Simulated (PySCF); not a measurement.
C4H7FO, SMILES OC[C@H]1C[C@@H]1F.

Geometry: PBE0-D3(BJ)/def2-SVP. The values are those of a single conformer.

The numbers are results of PySCF with B3LYP/def2-TZVP, not measurements.

```
Quantity                                                                                                        Result
---------------------------------------------------------------------------------------------  -----------------------
total energy                                                                                        -331.79469 hartree
highest occupied level                                                                                        -7.64 eV
lowest empty level                                                                                             0.54 eV
orbital gap                                                                                                    8.18 eV
dipole moment                                                                                                   0.76 D
quadrupole, principal values (traceless, Buckingham form, about the centre of nuclear charge)  -13.80, 3.52, 10.28 D·Å
mean static polarisability                                                                        51.1 bohr³ (7.57 Å³)
polarisability, principal values                                                                47.0, 50.1, 56.2 bohr³
```
